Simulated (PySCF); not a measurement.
NMR data simulated for an unnamed compound:

¹H NMR (400 MHz, computed): δ 6.45 (m, 1H), 5.58 (d, 1H), 3.89 (t, 3H), 2.07 (s, 3H), 1.81 (m, 2H).

¹³C{¹H} NMR (computed): δ 154.1 (CH), 115.9 (CH), 86.4 (C), 85.1 (C), 75.5 (C), 71.4 (C), 18.7 (CH2), 5.8 (CH3).

Relativity neglected, single conformer, equivalent nuclei averaged, no solvent model. GIAO PBE0/pcSseg-1 shieldings; PBE0-D3(BJ)/def2-SVP geometry; PySCF 2.14.

Scale: TMS for ¹H (σ = 31.27 ppm) and ¹³C (σ = 184.41 ppm) (reference shieldings calculated alike).

**Question.** Which of these does the molecule contain: a non-aromatic C=C double bond, a C≡C triple bond, a CF3 group, an S-methyl group, a ketone, a Si–H bond?

**Answer.** 
- A non-aromatic C=C double bond: yes.
- A C≡C triple bond: yes (δC 86.4, 71.4).
- A CF3 group: no.
- An S-methyl group: no.
- A ketone: no.
- A Si–H bond: yes (δH 3.89 (t)).

The data belong to SMILES C(/C=C/C#CC#CC)[SiH3], C8H10Si; they needn't prove each group on their own.

Carbon signals by region: 2 in the sp2 and nitrile region (100–160 ppm), 4 at 50–100 ppm, 2 below 50 ppm.

Shifts are as computed. Against solution values, carbons near 30 ppm lie about +2 ppm off and those near 130 ppm about +5 ppm. Of 1211 compounds with measured shifts, 218 miss one by over three times the rms of a fit or turn the order of signals round; such compounds aren't used in these exercises. Multiplicities follow the n + 1 count of equivalent neighbours, as no J values were calculated; m marks all less simple cases, F and P coupling included.
